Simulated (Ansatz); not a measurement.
Isolated molecules relaxed with PBE0-D4/def2-TZVP in Ansatz; ΔE leaves out vibrations. CBS: MP2 limit from def2 TZ/QZ plus the TZ coupled-cluster correction, frozen cores. This one scheme is used for every species. Each species was taken in one conformer, which may not be the lowest.

`N[Si](O)(O)C=O` + H₂O → `N[Si](O)(O)O` + `C=O`  (formal hydrolysis of the Si–C bond)

```tsv
level	ΔE (kJ/mol)
CCSD/def2-SVP	-131.3
MP2/CBS(def2)	-129.2
```

(1) What does CCSD(T)/CBS give? (Estimate.)

Largest T1 diagnostic among the species: 0.015.

Results:

(1) Ansatz gave: -127.2 kJ/mol. The listed levels differ from it by -4.1, -2.0 kJ/mol.

The D4 term adds +4.1 kJ/mol with B3LYP and +2.5 kJ/mol with PBE0; it sums over pairs of atoms, weighted by their polarisabilities, and B3LYP, whose exchange is more repulsive, gets the larger term. In def2-TZVPP, CCSD(T) changes the Hartree–Fock value by +19.2 kJ/mol (the triples alone add +3.3 kJ/mol) and MP2 by +17.2 kJ/mol. Leaving LDA and LC-ωPBE aside and taking each functional with its dispersion term where it has one, the values, not all of them listed here, spread over 23.2 kJ/mol, from BHLYP-D4 to revPBE-D4.

B3LYP here is the variant with VWN-RPA as its local correlation; programs differ in this.
